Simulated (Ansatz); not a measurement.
# Ligand exchange: C3H5Br + GeH2(CH3)(SH) → C3H6S + GeH2(CH3)Br

Species: C3H5Br (allyl bromide) `C=CCBr`, singlet; GeH2(CH3)(SH), singlet; C3H6S (allyl mercaptan) `C=CCS`, singlet; GeH2(CH3)Br, singlet. The partners trade Br for SH: C–Br and Ge–SH bonds give way to C–SH and Ge–Br.

Shapes, held fixed at every level: PBE0-D4/def2-TZVP. Flexible molecules stand in one conformer, not always the lowest. Programs: Ansatz 0.2.0. The zero-point and thermal change to 298 K, harmonic and unscaled (PBE0-D4/def2-TZVP), is +0.9 kJ/mol.

```csv
level,kind,ΔH(298 K) (kJ/mol),less CCSD(T)/def2-TZVPP,CPU time (sum over the molecules)
BHLYP-D4/def2-TZVPP,global hybrid,-40.7,-5.9,26 s
r2SCAN0-D4/def2-TZVPP,global hybrid,-39.2,-4.4,40 s
wB97X-V/def2-TZVPP,range-separated hybrid,-39.8,-5.0,60 s
B2PLYP/def2-TZVPP,double hybrid,-36.7,-1.9,43 s
MP2/def2-SVP,perturbation theory,-44.2,-9.4,–
CCSD/def2-SVP,coupled cluster or CI,-44.0,-9.2,–
CCSD(T)/def2-TZVPP,coupled cluster or CI,-34.8,0.0,9.7 min
```

The highest level, CCSD(T)/def2-TZVPP, gives ΔH(298 K) = -34.8 kJ/mol; the levels span -44.2 to -34.8. The column of differences is taken from that level and isn't an error. No measured value is set beside it here. Relativity is left out for Br, Ge unless named. Correlated rows may include outer-core shells of Br, Ge, which these sets cover unevenly. Times are processor times on shared x86 and Arm servers, and rough.
